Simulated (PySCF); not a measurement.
Input of a run (PBE0-D3(BJ)/def2-SVP geometry optimisation, gas phase (PySCF 2.14.0)), started from GFN2-xTB:
```
{"job": {"xc": "PBE0", "basis": "def2-SVP", "d3": "d3bj", "grid": 1, "kind": "geom"}, "charge": 0, "multiplicity": 1}
O      3.022336    -0.758910     0.093965
Si     1.574691    -1.490257     0.301560
Si     0.222810     0.178744    -0.513168
Si     0.360983     2.312305     0.395369
O     -1.311174    -0.361938    -0.295989
Si    -2.774653    -0.647545     0.309265
H      3.841185    -1.185707     0.330519
H      1.429480    -1.851631     1.725247
H      1.611408    -2.799101    -0.376744
H      0.271921     0.254390    -1.992609
H      1.042490     3.268013    -0.488532
H      1.118510     2.338345     1.655758
H     -0.936376     2.928521     0.710569
H     -3.399608     0.642450     0.600718
H     -3.486858    -1.385273    -0.730297
H     -2.594742    -1.433462     1.530440
```

Output (energies in Eh, forces in Eh/bohr):
```
step   0  E = -1313.38090187  max force = 0.020929
step   1  E = -1313.39485917  max force = 0.015587
step   2  E = -1313.39638071  max force = 0.007966
step   3  E = -1313.39678880  max force = 0.001887
step   4  E = -1313.39694761  max force = 0.001744
step   5  E = -1313.39727130  max force = 0.005672
step   6  E = -1313.39763694  max force = 0.007119
step   7  E = -1313.39806455  max force = 0.006763
step   8  E = -1313.39844363  max force = 0.003457
step   9  E = -1313.39895078  max force = 0.002756
step  10  E = -1313.39910361  max force = 0.002735
step  11  E = -1313.39926025  max force = 0.001667
step  12  E = -1313.39929659  max force = 0.000768
step  13  E = -1313.39932180  max force = 0.000902
step  14  E = -1313.39934365  max force = 0.001330
step  15  E = -1313.39937227  max force = 0.001616
step  16  E = -1313.39940039  max force = 0.000996
step  17  E = -1313.39942069  max force = 0.000540
step  18  E = -1313.39943603  max force = 0.000665
step  19  E = -1313.39944797  max force = 0.000956
step  20  E = -1313.39946143  max force = 0.000921
step  21  E = -1313.39947301  max force = 0.000840
step  22  E = -1313.39948418  max force = 0.000717
step  23  E = -1313.39949326  max force = 0.000688
step  24  E = -1313.39950100  max force = 0.000558
step  25  E = -1313.39950697  max force = 0.000491
step  26  E = -1313.39951102  max force = 0.000273
optimisation converged
```

Summarise the run.

The energy falls by 11.7 kcal/mol over 27 energy and gradient evaluations, the largest force component goes from 0.0209 to 2.7e-04 Eh/bohr, and the atoms move by 0.690 Å rms after alignment. The bond that changes most is Si2–Si3 (both ends oxygen-bound silicon), which lengthens by 0.052 Å. Bonds longer at the end by more than 0.005 Å: 15 of 15; shorter: 0. Among the angles that change most is Si3–O5–Si6, from 163.4° to 139.8°. Among the dihedrals that turn most is O5–Si3–Si4–H12, from 107° to 66°. The energy never rose by more than 1e-6 Eh on the way. The first step brought 75 % of the lowering.

What are the final bond lengths?

O1–Si2 1.677 Å, Si2–Si3 2.349 Å, Si3–Si4 2.354 Å, Si3–O5 1.674 Å, O5–Si6 1.659 Å, O1–H7 0.962 Å, Si2–H8 1.501 Å, Si2–H9 1.499 Å, Si3–H10 1.495 Å, Si4–H11 1.494 Å, Si4–H12 1.495 Å, Si4–H13 1.497 Å, Si6–H14 1.496 Å, Si6–H15 1.489 Å, Si6–H16 1.494 Å. Numbering counts from 1 in the input's order; the species is `O([Si@H]([SiH2]O)[SiH3])[SiH3]`.

The run used 150 basis functions and 171 SCF cycles in all. On one thread, Arm Neoverse V1 (aarch64), shared host with 32 logical CPUs at a one-minute load of 20, this took 4.1 min of wall time and 0.65 GiB of memory at its peak.

No PBE0-D3(BJ)/def2-SVP frequencies stand behind this structure, so it isn't proved a minimum. The numbers are those of one conformer.
